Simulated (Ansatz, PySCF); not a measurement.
Noncovalent pair: HF (SMILES F) (first 2 atoms) with SiH4 (SMILES [SiH4]); geometry from B3LYP-D3(BJ)/def2-TZVP, rigid monomers moved along the line of their centres of mass till H2···H4 is 1.59 Å.
(charge 0, multiplicity 1):
| atom | x (Å) | y (Å) | z (Å) |
|---|---|---|---|
| F | -0.2022 | -0.4294 | -0.4678 |
| H | -0.1008 | -0.7705 | 0.3912 |
| Si | -0.0465 | 0.1068 | 2.8905 |
| H | 0.0392 | -1.0454 | 1.9498 |
| H | 1.0412 | 1.0550 | 2.5758 |
| H | 0.1071 | -0.4254 | 4.2607 |
| H | -1.3649 | 0.7522 | 2.7278 |

Interaction energies are E(AB) − E(A) − E(B) at the monomers' geometry in the complex; basis-set methods are counterpoise corrected.

Cores are frozen in the correlated methods.

Codes used: Ansatz (a program for electronic structure); PySCF for the dispersion terms. 

One of these levels gives -8.8 kJ/mol for the interaction energy. Which one is it?
(A) HF/aug-cc-pV(T+d)Z
(B) r2SCAN-D3(BJ)/def2-TZVPPD
(C) PBE-D3(BJ)/def2-TZVPPD
(D) MP2/aug-cc-pV(T+d)Z

C, PBE-D3(BJ)/def2-TZVPPD. The others give 5.2 (HF/aug-cc-pV(T+d)Z), -6.7 (r2SCAN-D3(BJ)/def2-TZVPPD), -2.8 (MP2/aug-cc-pV(T+d)Z)
